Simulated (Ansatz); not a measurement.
Total energies of `[C-]#[N+]CCCCCCCCCCCC#N` from Ansatz at PBE0-D4/def2-TZVP, gas phase (1 Eh = 27.2114 eV = 2625.5 kJ/mol). The reference geometry is relaxed at PBE-D4/def2-SVP.

Cartesian coordinates in Å:
```
C 4.901 -3.188 5.644
N 3.926 -2.549 5.427
C 2.768 -1.783 5.127
C 2.614 -1.513 3.623
C 1.366 -0.687 3.303
C 1.200 -0.398 1.808
C -0.051 0.426 1.481
C -0.207 0.801 0.001
C -0.434 -0.390 -0.939
C -0.581 -0.019 -2.421
C -1.828 0.806 -2.760
C -1.974 1.084 -4.258
C -3.231 1.915 -4.583
C -3.394 2.189 -6.010
N -3.503 2.396 -7.157
H 2.825 -0.824 5.687
H 1.878 -2.325 5.515
H 2.580 -2.486 3.088
H 3.525 -0.990 3.260
H 0.462 -1.219 3.678
H 1.403 0.275 3.863
H 1.178 -1.363 1.256
H 2.101 0.141 1.436
H -0.032 1.358 2.088
H -0.955 -0.132 1.817
H 0.696 1.361 -0.334
H -1.054 1.514 -0.093
H -1.340 -0.949 -0.608
H 0.411 -1.105 -0.841
H -0.597 -0.952 -3.026
H 0.326 0.537 -2.753
H -2.733 0.270 -2.393
H -1.807 1.774 -2.212
H -2.016 0.126 -4.820
H -1.077 1.620 -4.634
H -4.143 1.390 -4.222
H -3.201 2.886 -4.042
```

| state | geometry | energy (Eh) |
| --- | --- | --- |
| charge 0 singlet | reference | -617.57505 |
| charge 1 doublet | reference | -617.20432 |
| charge 1 doublet | relaxed at PBE-D4/def2-SVP | -617.20983 |
| charge -1 doublet | reference | -617.52384 |
| free C atom (triplet) | – | -37.80537 |
| free N atom (quartet) | – | -54.54382 |
| free H atom (doublet) | – | -0.50104 |

Single mean-field runs in def2-TZVP are fitted with def2-universal-jkfit.

(1) Work out the vertical ionisation energy to the doublet.

(2) Work out the vertical electron affinity, to the doublet.

(3) Give the fundamental gap IE − EA, the Mulliken electronegativity (IE + EA)/2 and the hardness (IE − EA)/2.

(4) How much does the charge 1 doublet relax, and what is the adiabatic ionisation energy?

(5) What is the binding energy per atom against free atoms?

(1) E(charge 1 doublet) − E(charge 0 singlet) = -617.20432 − (-617.57505) = 0.37073 Eh = 10.09 eV. For comparison, −ε of the highest occupied level is 8.72 eV at this level, 1.37 eV less.

(2) E(charge 0 singlet) − E(charge -1 doublet) = -617.57505 − (-617.52384) = -0.05121 Eh = -1.39 eV; negative, so the extra electron isn't bound. The basis lacks diffuse functions, which makes affinities too small.

(3) From the values in Eh: IE − EA = 0.37073 − (-0.05121) = 0.42194 Eh = 11.48 eV; (IE + EA)/2 = 4.35 eV; (IE − EA)/2 = 5.74 eV. The HOMO–LUMO gap of the same run is 9.16 eV, 2.32 eV smaller than the fundamental gap.

(4) Relaxation: -617.20432 − (-617.20983) = 0.00551 Eh = 0.15 eV. Adiabatic ionisation energy: 0.36522 Eh = 9.94 eV, without zero-point energy. 

(5) Atoms: 13 × (-37.80537) + 2 × (-54.54382) + 22 × (-0.50104) = -611.58033 Eh. Binding: -611.58033 − (-617.57505) = 5.99472 Eh = 163.12 eV, or 4.41 eV for each of 37 atoms (no zero-point energy, no counterpoise term).

At PBE0-D4/def2-TZVP the highest occupied level of the charge -1 doublet lies above zero (up to 2.40 eV). By energy differences it is unbound by 1.39 eV (vertical, to the charge 0 singlet, at PBE0-D4/def2-TZVP) and held by the finite basis.
